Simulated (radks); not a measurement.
Initial-state core-level shifts of the gallium ion Ga+ when its valence configuration changes from [Ar] 3d10 4s2. Method: Dirac Kohn-Sham, BLYP, spin-unpolarised, spherical densities, finite nucleus; open shells are shared between the two j in proportion to 2j + 1; Fermi nuclear charge, rms radius 3.9973 fm; computed with a radial shooting solver on a logarithmic mesh with Libxc functionals. Shifts are changes of the shell-averaged eigenvalues in eV (positive: less bound); the change of the density at the nucleus, which sets a Mossbauer isomer shift, is in e/bohr^3, on a base of 2.826e+04.

\begin{tabular}{lrrrrr}
valence & 2s & 2p & 3s & 3p & density at nucleus \\ \hline
3d10 4s1 4p1 & -1.804 & -1.806 & -1.873 & -1.870 & -13.911 \\
3d9 4s2 4p1 & -11.945 & -11.852 & -10.380 & -10.168 & +9.673 \\
3d9.5 4s2 4p0.5 & -5.816 & -5.772 & -5.118 & -5.015 & +4.670 \\
3d8 4s2 4p2 & -25.083 & -24.885 & -21.270 & -20.823 & +20.600 \\
3d10 4p2 & -3.483 & -3.486 & -3.621 & -3.615 & -29.193 \\
3d10 4s0.5 4p1.5 & -2.657 & -2.660 & -2.761 & -2.756 & -21.389 \\
3d9 4s1 4p2 & -13.596 & -13.502 & -12.072 & -11.854 & -7.122 \\
3d8.5 4s1 4p2.5 & -19.956 & -19.809 & -17.384 & -17.049 & -3.269 \\
3d9.5 4p2.5 & -9.158 & -9.114 & -8.569 & -8.456 & -27.316 \\
\end{tabular}
